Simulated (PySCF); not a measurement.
**Electron correlation in Ru(2+) (ruthenium, charge +2)**

[Kr] 4d5 5s1, high-spin 7S determinant (an excited configuration). Calculation: PySCF 2.14, in def2-TZVPPD with the def2 core potential (28 electrons) (6s4p3d2f1g, 56 functions); a scalar-relativistic core potential. Frozen: 4s2 4p6; 6 electrons correlated.

| level | correlation energy (mhartree) |
| --- | --- |
| CCSD | -87.02 |
| (T) | -1.22 |
| CCSD(T) | -88.24 |

Diagnostics: T1 = 0.0036, D1 = 0.0126, largest double amplitude 0.028.

Is a single reference adequate?

Yes, within this model without spin-orbit coupling: T1 lies below 0.03 and no double amplitude reaches 0.07.
